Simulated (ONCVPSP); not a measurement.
carbon, ONCV: configuration errors across variants

```json
{
 "Element": "C",
 "Generator": "ONCVPSP 4.0.1",
 "Type": "optimised norm-conserving Vanderbilt (ONCV)",
 "Functional": "LDA (Perdew-Zunger)",
 "Relativity": "scalar-relativistic",
 "Frozen core": "[He]",
 "Valence charge": "4",
 "Reference configuration": "2s2 2p2",
 "Partial waves": "2s: rc 1.15 bohr, ncon 4, nbas 7, qcut 6.8 1/bohr, 1 projector; 2p: rc 1.70 bohr, ncon 4, nbas 7, qcut 9.3 1/bohr, 1 projector; d scattering state at 0.03 Ha: rc 1.45 bohr, ncon 3, nbas 8, qcut 7.5 1/bohr, 3 projectors, debl 2.3 Ha",
 "Local potential": "polynomial inside 0.70 bohr (lpopt 5, dvloc0 0 Ha)",
 "Core correction": "Teter function, fcfact 3, rcfact 1.75"
}
```

All-electron excitation energies from the reference (eV): (1) 2s2 2p1 10.988; (2) 2s2 2p0 35.247; (3) 2s1 2p0 83.217; (4) 2s1 2p3 8.242.

Errors AE − PS in meV (a dash: test not solved or not reliable):

```json
{"change": "base", "(1)": "+6.6", "(2)": "+72", "(3)": "+124", "(4)": "+5.2", "bound ghosts": "none", "GHOST(+) flags above zero": "none"}
{"change": "s: qcut 4.3", "(1)": "+9.0", "(2)": "+92", "(3)": "+133", "(4)": "+7.0", "bound ghosts": "none", "GHOST(+) flags above zero": "none"}
{"change": "s: qcut 5.3", "(1)": "+7.9", "(2)": "+82", "(3)": "+129", "(4)": "+6.1", "bound ghosts": "none", "GHOST(+) flags above zero": "none"}
{"change": "s: qcut 6.6", "(1)": "+6.7", "(2)": "+73", "(3)": "+125", "(4)": "+5.3", "bound ghosts": "none", "GHOST(+) flags above zero": "none"}
{"change": "s: qcut 7.3", "(1)": "+6.3", "(2)": "+69", "(3)": "+123", "(4)": "+5.0", "bound ghosts": "none", "GHOST(+) flags above zero": "none"}
{"change": "s: qcut 8.4", "(1)": "+5.9", "(2)": "+66", "(3)": "+122", "(4)": "+4.7", "bound ghosts": "none", "GHOST(+) flags above zero": "none"}
{"change": "s: qcut 9.3", "(1)": "+5.7", "(2)": "+64", "(3)": "+121", "(4)": "+4.6", "bound ghosts": "none", "GHOST(+) flags above zero": "none"}
{"change": "s: qcut 10", "(1)": "+5.7", "(2)": "+64", "(3)": "+121", "(4)": "+4.5", "bound ghosts": "none", "GHOST(+) flags above zero": "none"}
```

(1) Give the same row for: s: qcut 5.9.

Results:

(1) +7.3, +78, +127, +5.7; bound ghosts: none; GHOST(+) flags above zero: none.
